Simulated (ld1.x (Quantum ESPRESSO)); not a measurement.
**Before and after: TM semilocal potential for Si (Z = 14)**

ld1.x (Quantum ESPRESSO) 7.5 input, shortened:

```
&input
   title='Si', zed=14., rel=1, dft='PZ', iswitch=3,
   config='[Ne] 3s2 3p2'
 /
 &inputp
   pseudotype=1, tm=.true., lloc=1,
   nlcc=.false.
 /
2
3S  1  0   2.00   0.00  1.65  1.65  0.0
3P  2  1   2.00   0.00  1.40  1.40  0.0
 &test
   configts(1)='3s2 3p2'
 /
```

All-electron outer shells of the reference configuration (LDA (PZ), scalar-relativistic, ld1.x):

```json
{"shell": "2s", "level (eV)": "-138.73", "outermost node (bohr)": "0.15", "outermost maximum (bohr)": "0.45"}
{"shell": "2p", "level (eV)": "-95.60", "outermost node (bohr)": "–", "outermost maximum (bohr)": "0.39"}
{"shell": "3s", "level (eV)": "-10.88", "outermost node (bohr)": "0.72", "outermost maximum (bohr)": "1.77"}
{"shell": "3p", "level (eV)": "-4.17", "outermost node (bohr)": "0.72", "outermost maximum (bohr)": "2.14"}
```

Change: core correction a·sin(br)/r model core inside 0.98 bohr.

Cutoffs: the cutoffs (Ry, on a coarse ladder) from which the occupation-weighted sum of valence levels, in a spherical-Bessel basis at the reference potential, stays within 10 and 1 mRy of its value at 400 Ry; they do not see the model core or the augmentation charge, which bear on the density cutoff. Errors are all-electron minus pseudo energies relative to the spin-unpolarised reference configuration.

Q: Predict the effect on cutoff, ghosts and configuration errors.

A: The potential gets neither clearly harder nor softer (45 Ry and 60 Ry → 45 Ry and 60 Ry); of the 9 tests that both files solve, the error grows in 0 and shrinks in 7 by more than 15 % and 0.3 meV (median size 21.1 → 2.6 meV); neither file shows a bound ghost. Exchange and correlation are not linear in the density, so unscreening with the valence charge alone errs where core and valence overlap; a model core restores that term. A semilocal file is local in each channel, so a ghost entry of none says nothing of the separable form that plane-wave codes build from it. A model core, the more so a compact one, raises the density cutoff, which this test does not measure.

| quantity | base | changed |
| --- | --- | --- |
| cutoff, loose | 45 Ry | 45 Ry |
| cutoff, tight | 60 Ry | 60 Ry |
| bound ghosts | none | none |
| error for 3s2 3p1, meV [ΔE 7.83 eV] | +4.0 | +2.6 |
| error for 3s2 3p0, meV [ΔE 23.94 eV] | +32 | +11 |
| error for 3s1 3p0, meV [ΔE 58.09 eV] | +215 | +35 |
| error for 3s0 3p4, meV [ΔE 13.78 eV] | +35 | +9.0 |
| error for 3s2 3p2.3, meV [ΔE -0.96 eV] | +0.1 | +0.1 |
| error for 3s2 3p1.5, meV [ΔE 2.96 eV] | +0.6 | +0.5 |
| error for 3s1 3p2, meV [ΔE 15.24 eV] | +21 | +8.7 |
| error for 3s2 3p2 (spin-polarised), meV [ΔE -0.61 eV] | +40 | +1.0 |
| error for 3s2 3p1 (spin-polarised), meV [ΔE 7.62 eV] | +21 | +2.4 |
| s: phases at 1.81 bohr within 0.05 rad from the reference energy up to (Ry; the scan ends near 5) | 4.6 | 4.6 |
| p: phases at 1.81 bohr within 0.05 rad from the reference energy up to (Ry; the scan ends near 5) | 2.3 | 2.3 |
